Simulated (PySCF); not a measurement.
NICS in isomers of C6H5ClO2.

NICS = −σ at a ghost point: NICS(0) at the centroid of the ring atoms, NICS(1) 1 Å to either side along the normal of their mean plane, zz for the tensor component along that normal. Level: GIAO PBE0/pcSseg-1 (PySCF, non-relativistic, gas phase) on the GFN2-xTB geometries, one conformer each. Atom numbers follow the mapped SMILES.

Question: Order these rings by mean NICS(1)zz, lowest (most negative) first (ppm).
A. ring C2–C3–C4–C5–O7–C8 in `[CH3:1][c:2]1[cH:3][cH:4][c:5]([Cl:6])[o:7][c:8]1=[O:9]`
B. ring C2–C3–C5–C6–C8 in `[CH3:1][C@H:2]1[C:3](=[O:4])[CH:5]=[C:6]([Cl:7])[C:8]1=[O:9]`
C. ring C2–C3–C4–O5–C6 in `[CH3:1][c:2]1[cH:3][cH:4][o:5][c:6]1[C:7](=[O:8])[Cl:9]`

Answer: C (-23.9), A (-7.6), B (-2.3).

```json
{"SMILES": "Cc1ccoc1C(=O)Cl", "ring": "5-membered ring with O; formal bonds all aromatic", "NICS(0)": "-11.0", "NICS(1)": "-10.2", "NICS(1)zz": "-23.9", "HOMA": "0.57", "rms pucker (Å)": "0.00", "ring atoms with four or more neighbours": "0"}
{"SMILES": "Cc1ccc(Cl)oc1=O", "ring": "6-membered ring with O; bonds drawn aromatic by RDKit's count", "NICS(0)": "-2.4", "NICS(1)": "-4.6", "NICS(1)zz": "-7.6", "HOMA": "0.13", "rms pucker (Å)": "0.00", "ring atoms with four or more neighbours": "0"}
{"SMILES": "C[C@H]1C(=O)C=C(Cl)C1=O", "ring": "5-membered carbocycle; formal bonds 1 double, 4 single", "NICS(0)": "6.0", "NICS(1)": "-2.4", "NICS(1)zz": "-2.3", "HOMA": "–", "rms pucker (Å)": "0.00", "ring atoms with four or more neighbours": "1"}
```

NICS(0) gives the same order. The isotropic NICS(1) gives the same order. HOMA uses Krygowski's 1993 parameters; it is left out where a ring has a four-coordinate atom, a triple bond, no multiple bond or a kind of bond without parameters. NICS(1) and NICS(1)zz are means over the two faces.
